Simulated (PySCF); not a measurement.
PySCF input for Ga(NH2)3 (GaH₆N₃), SMILES [NH2][Ga]([NH2])[NH2], C-PCM-ωB97X/def2-SVP. The structure is a stationary point at PBE-D3(BJ)/def2-SVP. The structure was generated by enumeration; whether it is a known compound was not checked. The values are those of a single conformer.

```python
import numpy as np
from pyscf import gto, scf, dft
from pyscf.solvent import pcm

mol = gto.M(
    atom='''
    Ga    0.01157492    0.00214733    0.00000000
    N    -0.09307714    0.91481385   -1.59771903
    H     0.21162194    1.89136593   -1.62064894
    H     0.23953379    0.44171251   -2.44190199
    N     0.08120948   -1.84068827   -0.00000007
    H    -0.26326025   -2.32764954    0.83195126
    H    -0.26326025   -2.32764948   -0.83195144
    N    -0.09307714    0.91481373    1.59771909
    H     0.23953378    0.44171232    2.44190202
    H     0.21162194    1.89136581    1.62064907
    ''',
    basis='def2-SVP',
    charge=0,
    spin=0,
    max_memory=1600,
    verbose=3,
)
mf = dft.RKS(mol, xc='wb97x').density_fit(auxbasis='def2-universal-jkfit')
mf.grids.level = 3
mf.conv_tol = 1e-9
mf.max_cycle = 100
mf.kernel()
res = {}
for name, eps in {'water': 78.355, 'n-hexane': 1.8819, 'N,N-dimethylformamide': 37.219}.items():
    s = mf.PCM()
    s.with_solvent.method, s.with_solvent.eps, s.with_solvent.lebedev_order = 'C-PCM', eps, 29
    s.kernel(mf.make_rdm1())
    res[name] = (s.e_tot, eps, s.dip_moment(), s.mo_energy, s.converged)
    print(f'{name}: electrostatic solvation free energy {(s.e_tot - mf.e_tot) * 627.509474:.3f} kcal/mol')
```

Log of the run:

```
converged SCF energy = -2092.404200925

WARN: PCM is an experimental feature. It is still in testing.
Features and APIs may be changed in the future.

converged SCF energy = -2092.41725567464
Dipole moment(X, Y, Z, Debye):  1.19032,  0.11449,  0.00000
water: electrostatic solvation free energy -8.192 kcal/mol

WARN: PCM is an experimental feature. It is still in testing.
Features and APIs may be changed in the future.

converged SCF energy = -2092.4101297178
Dipole moment(X, Y, Z, Debye):  1.03532,  0.10354,  0.00000
n-hexane: electrostatic solvation free energy -3.720 kcal/mol

WARN: PCM is an experimental feature. It is still in testing.
Features and APIs may be changed in the future.

converged SCF energy = -2092.4170529438
Dipole moment(X, Y, Z, Debye):  1.18545,  0.11417,  0.00000
N,N-dimethylformamide: electrostatic solvation free energy -8.065 kcal/mol
```

Self-consistency was reached.
